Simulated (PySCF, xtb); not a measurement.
GeH₄, SMILES [GeH4].

Harmonic wavenumbers (cm⁻¹) from GFN2-xTB (xtb) at its own minimum, in rising order: 766, 766, 766, 913, 913, 2058, 2166, 2167, 2167.

Q: What does PBE-D3(BJ)/def2-TZVPD run with PySCF give at its own minimum? (The exact figures need the calculation; the answer reports its results.)

A: 786, 786, 786, 893, 893, 2094, 2108, 2108, 2108. Paired by order, the mean absolute difference is 34 cm⁻¹ and the zero-point energies are 18.1 and 18.0 kcal/mol.
